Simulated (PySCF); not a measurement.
# A small calculation by hand: entropy of an ideal gas

Mo(NH)2(F)(OH) (FH3MoN2O), SMILES [NH]=[Mo](=[NH])([OH])[F], multiplicity 1.

The structure is a stationary point at PBE0-D3(BJ)/def2-SVP. The multiplicity is an assumed one; no other spin state was optimised. The structure was generated by enumeration; whether it is a known compound was not checked. The def2 effective core potentials stand for the cores of Mo; spin–orbit coupling is left out. Other conformers were not sampled.

PySCF with PBE0-D3(BJ)/def2-SVP gives the harmonic wavenumbers 188, 241, 248, 260, 284, 325, 402, 560, 617, 673, 692, 752, 775, 1025, 1057, 3630, 3649, 3907 cm⁻¹ and the rotational temperatures 0.1798, 0.1576, 0.1491 K. The molar mass is 161.99 g/mol, the symmetry number 1, the spin multiplicity 1.

Work out the entropy at 298.15 K and 1 atm in the rigid-rotor, harmonic-oscillator model.


Translation (Sackur–Tetrode at 1 atm): S = R[1.5 ln M + 2.5 ln T − 1.16487] = 172.2 J/(mol K).
Rotation: q = (√π/σ) T^1.5/√(θA θB θC) = 140000, S = R[ln q + 3/2] = 111.0 J/(mol K).
Vibration: with u = 1.4388 ν/T, each mode gives R[u/(e^u − 1) − ln(1 − e^−u)]:
```
ν (cm⁻¹)  modes     u  S (J/(mol K))
--------  -----  ----  -------------
188           1  0.91           9.40
241           1  1.16           7.51
248           1  1.20           7.30
260           1  1.25           6.95
284           1  1.37           6.32
325           1  1.57           5.38
402           1  1.94           4.00
560           1  2.70           2.19
617           1  2.98           1.76
673           1  3.25           1.42
692           1  3.34           1.32
752           1  3.63           1.05
775           1  3.74           0.96
1025          1  4.95           0.35
1057          1  5.10           0.31
```
The stiffer modes add less than 0.005 each. Sum 56.2 J/(mol K).
Spin: R ln 1 = 0.0 J/(mol K).
Total 339.4 J/(mol K); the program's own thermochemistry gives 339.4. Translation makes up 51 % and vibration 17 %. Anharmonicity, hindered rotation and orbital degeneracy are left out.
